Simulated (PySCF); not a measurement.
NO2, doublet, at a GFN2-xTB geometry; HF/aug-cc-pVDZ in PySCF.

Input for PySCF:
```python
from pyscf import gto, scf

mol = gto.M(
    atom='''
N     0.026347   -0.000992    0.293946
O     0.010462    1.102036   -0.126856
O    -0.033516   -1.101168   -0.130347
''',
    basis='aug-cc-pvdz',
    charge=0,
    spin=1,
    verbose=4,
    symmetry=True,
    symmetry_subgroup='C2',
)

mf = scf.UHF(mol)
mf.kernel()
mf.analyze()
```

It wrote (shortened):

```
PySCF version 2.14.0

[INPUT] verbose = 4
[INPUT] num. atoms = 3
[INPUT] num. electrons = 23
[INPUT] charge = 0
[INPUT] spin (= nelec alpha-beta = 2S) = 1
[INPUT] symmetry True subgroup C2
[INPUT] Mole.unit = angstrom
[INPUT] Symbol           X                Y                Z      unit          X                Y                Z       unit  Magmom
[...]
nuclear repulsion = 65.566999896119
point group symmetry = C2v, use subgroup C2
symmetry origin: [-2.46486016e-07  0.00000000e+00 -1.64324011e-07]
symmetry axis x: [-0.99580713  0.0197357   0.08932331]
symmetry axis y: [-0.01995692 -0.99979959 -0.00158414]
symmetry axis z: [ 0.08927415 -0.00336012  0.99600142]
num. orbitals of irrep A = 36
num. orbitals of irrep B = 33
number of shells = 24
number of NR pGTOs = 105
number of NR cGTOs = 69
basis = aug-cc-pvdz
ecp = {}

******** <class 'pyscf.scf.uhf_symm.SymAdaptedUHF'> ********
method = SymAdaptedUHF
initial guess = minao
damping factor = 0
level_shift factor = 0
DIIS = <class 'pyscf.scf.diis.CDIIS'>
diis_start_cycle = 1
diis_space = 8
diis_damp = 0
SCF conv_tol = 1e-09
SCF conv_tol_grad = None
SCF max_cycles = 50
direct_scf = True
direct_scf_tol = 1e-13
number electrons alpha = 12  beta = 11
Freeze 0 electrons in irreps []
    23 free electrons in irreps A B
Set gradient conv threshold to 3.16228e-05
init E= -204.702561546155

cycle= 1 E= -203.902585720741  delta_E=  0.8  |g|= 0.641  |ddm|= 1.64
cycle= 2 E= -203.976646073026  delta_E= -0.0741  |g|= 0.509  |ddm|= 0.831
cycle= 3 E= -204.065999412523  delta_E= -0.0894  |g|= 0.0554  |ddm|= 0.311
cycle= 4 E= -204.067855082705  delta_E= -0.00186  |g|= 0.0198  |ddm|= 0.0876
cycle= 5 E= -204.068302671384  delta_E= -0.000448  |g|= 0.00628  |ddm|= 0.0535
cycle= 6 E= -204.068361671251  delta_E= -5.9e-05  |g|= 0.00236  |ddm|= 0.0139
cycle= 7 E= -204.068371841205  delta_E= -1.02e-05  |g|= 0.00121  |ddm|= 0.00484
cycle= 8 E= -204.068375690321  delta_E= -3.85e-06  |g|= 0.000629  |ddm|= 0.00307
cycle= 9 E= -204.068377128173  delta_E= -1.44e-06  |g|= 0.000255  |ddm|= 0.00225
cycle= 10 E= -204.068377364324  delta_E= -2.36e-07  |g|= 9.84e-05  |ddm|= 0.000913
cycle= 11 E= -204.068377394283  delta_E= -3e-08  |g|= 3.67e-05  |ddm|= 0.000347
cycle= 12 E= -204.068377396984  delta_E= -2.7e-09  |g|= 1.26e-05  |ddm|= 8.91e-05
cycle= 13 E= -204.06837739738  delta_E= -3.96e-10  |g|= 5.13e-06  |ddm|= 3.35e-05
Extra cycle  E= -204.068377397414  delta_E= -3.39e-11  |g|= 3.27e-06  |ddm|= 6.39e-06
converged SCF energy = -204.068377397414  <S^2> = 0.76826701  2S+1 = 2.0181843
**** SCF Summaries ****
Total Energy =                        -204.068377397414281
Nuclear Repulsion Energy =              65.566999896119015
One-electron Energy =                 -409.190545367289076
Two-electron Energy =                  139.555168073755794
Two-electron Coulomb Energy =          162.467453206769449
DFT Exchange-Correlation Energy =      -22.912285133013654
Wave-function symmetry = A
alpha occupancy for each irrep:      A    B
                                     7    5
beta  occupancy for each irrep:      A    B
                                     6    5
**** MO energy ****
alpha MO #1 (B #1), energy= -20.6993206043699 occ= 1
alpha MO #2 (A #1), energy= -20.6992708913315 occ= 1
alpha MO #3 (A #2), energy= -15.8880558549145 occ= 1
alpha MO #4 (A #3), energy= -1.69729118841215 occ= 1
alpha MO #5 (B #2), energy= -1.5203093373432 occ= 1
alpha MO #6 (A #4), energy= -0.971013326912152 occ= 1
alpha MO #7 (A #5), energy= -0.846133126959457 occ= 1
alpha MO #8 (B #3), energy= -0.812319492067004 occ= 1
alpha MO #9 (B #4), energy= -0.776432439834974 occ= 1
alpha MO #10 (B #5), energy= -0.603423884679827 occ= 1
alpha MO #11 (A #6), energy= -0.534141986227081 occ= 1
alpha MO #12 (A #7), energy= -0.490524501703359 occ= 1
alpha MO #13 (B #6), energy= 0.0751928156333155 occ= 0
alpha MO #14 (A #8), energy= 0.0877986380814137 occ= 0
alpha MO #15 (B #7), energy= 0.113043190262032 occ= 0
[...]
beta  MO #5 (B #2), energy= -1.48005873302215 occ= 1
beta  MO #6 (A #4), energy= -0.888526229983785 occ= 1
beta  MO #7 (B #3), energy= -0.766538251056356 occ= 1
beta  MO #8 (B #4), energy= -0.757563384789647 occ= 1
beta  MO #9 (A #5), energy= -0.724308995006729 occ= 1
beta  MO #10 (A #6), energy= -0.531721403396643 occ= 1
beta  MO #11 (B #5), energy= -0.504300050024555 occ= 1
beta  MO #12 (A #7), energy= 0.0264725502074539 occ= 0
beta  MO #13 (B #6), energy= 0.104978652612538 occ= 0
beta  MO #14 (A #8), energy= 0.110867756989958 occ= 0
beta  MO #15 (B #7), energy= 0.114151976151682 occ= 0
beta  MO #16 (A #9), energy= 0.141738253444689 occ= 0
beta  MO #17 (B #8), energy= 0.143117321091982 occ= 0
beta  MO #18 (B #9), energy= 0.222591476094013 occ= 0
beta  MO #19 (A #10), energy= 0.226479792494793 occ= 0
beta  MO #20 (A #11), energy= 0.232047783972286 occ= 0
beta  MO #21 (A #12), energy= 0.255564094157768 occ= 0
beta  MO #22 (B #10), energy= 0.27115544090359 occ= 0
beta  MO #23 (B #11), energy= 0.283129183382519 occ= 0
beta  MO #24 (A #13), energy= 0.379308447285331 occ= 0
beta  MO #25 (B #12), energy= 0.416616308398394 occ= 0
beta  MO #26 (A #14), energy= 0.517500825997149 occ= 0
beta  MO #27 (B #13), energy= 0.643819259664902 occ= 0
beta  MO #28 (A #15), energy= 0.670291517957263 occ= 0
beta  MO #29 (B #14), energy= 0.747541349109361 occ= 0
beta  MO #30 (A #16), energy= 0.832182608375715 occ= 0
beta  MO #31 (A #17), energy= 0.846626578230527 occ= 0
beta  MO #32 (B #15), energy= 0.848181652291593 occ= 0
beta  MO #33 (A #18), energy= 0.938873737604123 occ= 0
beta  MO #34 (B #16), energy= 0.979766198209223 occ= 0
beta  MO #35 (B #17), energy= 0.983243197082182 occ= 0
beta  MO #36 (A #19), energy= 1.12322584862695 occ= 0
beta  MO #37 (A #20), energy= 1.16720912382539 occ= 0
beta  MO #38 (A #21), energy= 1.17330739100914 occ= 0
beta  MO #39 (B #18), energy= 1.17703509223954 occ= 0
beta  MO #40 (B #19), energy= 1.18003363533349 occ= 0
beta  MO #41 (A #22), energy= 1.19871787360943 occ= 0
beta  MO #42 (B #20), energy= 1.26673828632226 occ= 0
beta  MO #43 (B #21), energy= 1.26679385313006 occ= 0
beta  MO #44 (A #23), energy= 1.30951935592161 occ= 0
beta  MO #45 (B #22), energy= 1.42826404292815 occ= 0
beta  MO #46 (A #24), energy= 1.49414562637544 occ= 0
beta  MO #47 (B #23), energy= 1.75900463863944 occ= 0
beta  MO #48 (A #25), energy= 1.77450013361035 occ= 0
beta  MO #49 (B #24), energy= 1.77978583228016 occ= 0
beta  MO #50 (A #26), energy= 1.93673984136815 occ= 0
beta  MO #51 (B #25), energy= 2.09355171268275 occ= 0
beta  MO #52 (A #27), energy= 2.33589871805511 occ= 0
beta  MO #53 (B #26), energy= 2.35466797987048 occ= 0
beta  MO #54 (A #28), energy= 2.41249197408229 occ= 0
beta  MO #55 (A #29), energy= 2.41866086795135 occ= 0
beta  MO #56 (B #27), energy= 2.62338975626772 occ= 0
beta  MO #57 (A #30), energy= 3.07597180904031 occ= 0
beta  MO #58 (B #28), energy= 3.38360237091385 occ= 0
beta  MO #59 (A #31), energy= 3.41167708829452 occ= 0
beta  MO #60 (A #32), energy= 3.5608931396127 occ= 0
beta  MO #61 (B #29), energy= 3.56480165551107 occ= 0
beta  MO #62 (A #33), energy= 3.58501041999532 occ= 0
beta  MO #63 (B #30), energy= 3.58534214823345 occ= 0
beta  MO #64 (B #31), energy= 3.69358056750134 occ= 0
beta  MO #65 (A #34), energy= 3.80109244351393 occ= 0
beta  MO #66 (B #32), energy= 3.86171647044832 occ= 0
beta  MO #67 (A #35), energy= 3.97711049766215 occ= 0
beta  MO #68 (B #33), energy= 4.0858565640622 occ= 0
beta  MO #69 (A #36), energy= 4.27206133810151 occ= 0
 ** Mulliken pop alpha/beta on meta-lowdin orthogonal AOs **
 ** Mulliken pop       alpha | beta **
In total            12.00000 | 11.00000
 ** Mulliken atomic charges   ( Nelec_alpha | Nelec_beta ) **
charge of  0N =      0.62765  (     3.45815      2.91420 )
charge of  1O =     -0.31383  (     4.27093      4.04290 )
charge of  2O =     -0.31383  (     4.27093      4.04290 )
Dipole moment(X, Y, Z, Debye):  0.05382, -0.00203,  0.60043
```
